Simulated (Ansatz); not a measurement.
`[F][Sb]([Cl])[Cl]` + `[F][GaH][Cl]` → `[F][Sb]([F])[Cl]` + `[Cl][GaH][Cl]` at 400 K and 1 bar (redistribution).

Gas-phase electronic energies from Ansatz, PBE0-D4/def2-TZVP geometries. CBS: MP2 limit from def2 TZ/QZ plus the TZ coupled-cluster correction, frozen cores. def2 core potentials past Kr. For Ga, Sb outer-core shells are correlated without core-valence functions, which leaves a few kJ/mol of doubt a bond. Scalar relativity is left out up to krypton.

```csv
species,CCSD(T)/CBS energy (Eh),H − E (kJ/mol),S (J/(mol·K))
`[F][Sb]([Cl])[Cl]`,-1259.47647,35.8,358.6
`[F][GaH][Cl]`,-2484.20089,46.6,313.4
`[F][Sb]([F])[Cl]`,-899.48483,36.9,345.8
`[Cl][GaH][Cl]`,-2844.19972,45.5,319.5
```

H − E and S are ideal-gas, rigid-rotor, harmonic terms from PBE0-D4/def2-TZVP. 1 Eh = 2625.50 kJ/mol, R = 8.31446 J/(mol·K).

**Question.** By hand: ΔE, ΔH, ΔS and ΔG.

**Answer.** ΔE = (-899.48483) + (-2844.19972) − (-1259.47647) − (-2484.20089) = -0.00719 Eh = -18.9 kJ/mol. Δ(H − E) = 36.9 + 45.5 − 35.8 − 46.6 = 0.0, so ΔH = -18.9 kJ/mol. ΔS = 345.8 + 319.5 − 358.6 − 313.4 = -6.7 J/(mol·K). ΔG = -18.9 − 400 × (-6.7)/1000 = -16.2 kJ/mol.

**Question.** By hand: the equilibrium constant, and the temperature at which ΔG would vanish if ΔH and ΔS stayed fixed.

**Answer.** log₁₀ K = −ΔG/(RT ln 10) = 2.1. ΔG = 0 at ΔH/ΔS = 2821 K, far beyond where these terms or the molecules hold.

The number of gas molecules stays the same, so ΔS is small and ΔH decides. A doubt of 5 kJ/mol in ΔE shifts log₁₀ K by 0.7 here. These are equilibria of isolated gas molecules and say nothing of rates. Largest T1 diagnostic: 0.015 (customary marks: 0.02 for closed shells, 0.045 for open ones).
